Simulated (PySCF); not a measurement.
**Which determinant of SbO⁺ lies lowest?**

Unrestricted PBE0; PySCF, scalar-relativistic core potentials, basis sets Sb cc-pVTZ-PP with ECP28, O cc-pVTZ. Outer shells of the fragments: Sb+ 4d10 5s2 5p2; O 2s2 2p4.

Followed along the bond (rough minima from three points):

```tsv
2Ms+1	unpaired	⟨S²⟩ at the start	R at minimum (Å)	Te (eV)
1	none	0.00	1.77	0.00
3	π ↑↑	2.01	1.97	2.13
3	π ↑↑	2.01	1.98	2.47
1	π ↑↓	1.01	1.98	2.55
5	π ↑↑↑↑	6.01	none in the scan	≤ 4.31
```

Solutions found at the starting distance of 2.065 Å, counted from the lowest of them; the search is not exhaustive and high or unbound solutions are not listed, so other states can lie among these:

```csv
2Ms+1,unpaired,term,E (eV),⟨S²⟩,⟨Lz²⟩,μ (D)
1,none,¹Σ⁺,0.00,0.00,0.00,-4.05
3,π ↑↑,mixed,0.80,2.01,2.01,-2.15
3,π ↑↑,mixed,1.12,2.01,2.01,-2.32
1,π ↑↓,mixed,1.19,1.01,2.02,-2.40
3,"σ ↑, π ↑",³Π,2.13,2.03,1.03,-3.05
1,"σ ↓, π ↑",mixed,2.26,1.12,1.01,-2.86
5,π ↑↑↑↑,⁵Σ⁺,3.36,6.01,0.00,1.90
5,"σ ↑, π ↑↑↑",⁵Π,3.63,6.01,1.00,0.06
3,"σ ↑, π ↑",³Π,3.99,2.04,1.02,-1.67
1,"σ ↓, π ↑",mixed,4.19,1.14,1.01,-1.56
```

A term symbol is given only where ⟨S²⟩ and ⟨Lz²⟩ are close to those of a pure state; real π, δ and φ orbitals otherwise mix terms. A positive dipole points towards O; it is taken about the centre of mass and depends on that origin.

Problem. Compare the gap between the two lowest followed solutions at the starting distance with the gap between their minima.

Solution. At PBE0 the second solution (triplet, unpaired electrons π ↑↑) lies +0.80 eV from the first (singlet, closed shell) at 2.065 Å and +2.13 eV at the minima; the two curves relax by different amounts, since their minima lie near 1.97 and 1.77 Å.

Spin–orbit coupling is left out.
